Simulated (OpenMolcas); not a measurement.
**Multiplet structure of O-**

```yaml
Program: OpenMolcas
Method: "SS-CASPT2, IPEA 0.25 Eh, imaginary shift 0.1 Eh (closed shells correlated: 1s)"
Basis: ANO-RCC-VQZP [5s4p3d2f1g]
Scalar_Hamiltonian: DKH2, point nucleus
Active_space: 7 electrons in 4 orbitals (2s 2p)
State_averaging: 2S+1 = 2 even, 1 root (0 in the spin-orbit step); 2S+1 = 2 odd, 3 roots
Spin-orbit_coupling: RASSI with atomic mean-field integrals over the reference wave functions, term energies averaged over their components
```

With spin-orbit coupling, above the lowest level:

```tsv
Configuration	Term	J	E (eV)	Term weight %
2s² 2p⁵	²P°	3/2	0.0000	100
2s² 2p⁵	²P°	1/2	0.0224	100
```

Spin-orbit coupling puts the lowest level 0.0075 eV below the lowest spin-free term.

No diffuse functions were added, so excited terms of the anion can stand markedly too high. Only configurations of the active space appear. The first state left out of the spin-orbit step lies near 150000 cm-1 above the lowest spin-free state of the reference (among the parities and spins computed), and the list stops at four fifths of that energy or lower.

The term weight is that of the spin-free term in the level, not the purity of its configuration. ° marks odd parity.
